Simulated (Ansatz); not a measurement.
Calculated with Ansatz (gas phase, PBE0-D4/def2-TZVP geometries, no zero-point term in ΔE). CCSD(T)/CBS adds triple-zeta CCSD(T) − MP2 to the extrapolated MP2 energy (def2 sets, frozen cores). This one scheme is used for every species. Functionals use def2-TZVPP. B3LYP here is the variant with VWN-RPA as its local correlation; programs differ in this.

Consider the formal exchange of groups at the Si–B bond: `B[Si](C)(F)[SiH3]` + SiH₄ → `C[Si](F)([SiH3])[SiH3]` + BH₃.

```csv
level,ΔE (kJ/mol),difference from CCSD(T)/CBS
PBE-D4,-11.5,1.5
r2SCAN-D4,-10.1,2.9
PBE0-D4,-13.9,-0.9
B3LYP-D4,-12.6,0.4
ωB97M-V,-10.8,2.2
B2PLYP,-10.3,2.7
PBE,-8.6,4.4
PBE0,-11.1,1.9
B3LYP,-8.0,5.0
MP2/def2-TZVPP,-13.4,-0.4
SCS-MP2/def2-TZVPP,-12.1,0.9
CCSD/def2-TZVPP,-10.6,2.4
CCSD(T)/def2-TZVPP,-11.1,1.9
SCS-MP2/def2-QZVPP,-13.1,-0.1
MP2/CBS(def2),-15.3,-2.3
CCSD/CBS(def2),-12.5,0.5
CCSD(T)/CBS,-13.0,0
```

Largest T1 diagnostic among the species: 0.013.

The D4 term adds −4.6 kJ/mol with B3LYP and −2.8 kJ/mol with PBE0; it sums over pairs of atoms, weighted by their polarisabilities, and B3LYP, whose exchange is more repulsive, gets the larger term.
